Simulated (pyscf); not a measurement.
**•HC=N–CH₃ (SMILES [CH]=NC), doublet**

Gas-phase minimum from PySCF at ωB97X-D3(BJ)/def2-SVP, one conformer. Other isomers of •HC=N–CH₃ were not searched in full and may lie lower. 

```xyz
7

C      0.5583    -0.9460    -0.4534
N     -0.0734     0.1011    -0.3270
C      0.0536     1.1047     0.7107
H      0.4152    -1.6775    -1.2728
H      0.8287     0.8498     1.4528
H      0.2979     2.0722     0.2460
H     -0.9155     1.2181     1.2203
```
Charge 0, spin multiplicity 2.

Bond lengths (Å): C1–N2 1.229, C1–H4 1.108, N2–C3 1.449, C3–H5 1.103, C3–H6 1.101, C3–H7 1.101. Bond angles (°): N2–C1–H4 124.9, C1–N2–C3 128.2, N2–C3–H5 112.5, N2–C3–H6 109.0, N2–C3–H7 109.0, H5–C3–H6 109.3, H5–C3–H7 109.3, H6–C3–H7 107.5.

Properties at ωB97X-D3(BJ)/def2-SVP:

```yaml
harmonic_wavenumbers_unscaled: 151, 387, 673, 964, 1080, 1136, 1170, 1432, 1473, 1473, 1929, 3056, 3069, 3159, 3170 cm⁻¹
zero_point_energy: 34.8 kcal/mol
rotational_symmetry_number: 1
Entropy of this conformer at 298 K and 1 atm, rigid rotor and harmonic oscillator, modes under 100 cm⁻¹ raised to 100: 268.1 J/(mol K)
dipole_moment: 0.71 D
Spin expectation value S2: 0.753
```

Single-point totals, which compare only within one level (frozen core for MP2 and CC):

| level | total energy (hartree) |
|---|---|
| ωB97X-D3(BJ)/def2-TZVP | -133.38055 |
| PBE/def2-TZVP | -133.15726 |
| r²SCAN/def2-TZVP | -133.24727 |
| B3LYP-D3(BJ)/def2-TZVP | -133.34043 |
| PBE0-D3(BJ)/def2-TZVP | -133.16706 |
| M06-2X/def2-TZVP | -133.26080 |
| ωB97M-D3(BJ)/def2-TZVP | -133.36023 |
| UHF/def2-TZVPP | -132.48252 |
| MP2/def2-TZVPP | -132.98920 |
| CCSD/def2-TZVPP | -133.02105 |
| CCSD(T)/def2-TZVPP | -133.04544 |

Soft torsions are taken as harmonic, which can shift the entropy by several J/(mol K). The CCSD(T) − MP2 part came from Ansatz, without density fitting, on the same reference.
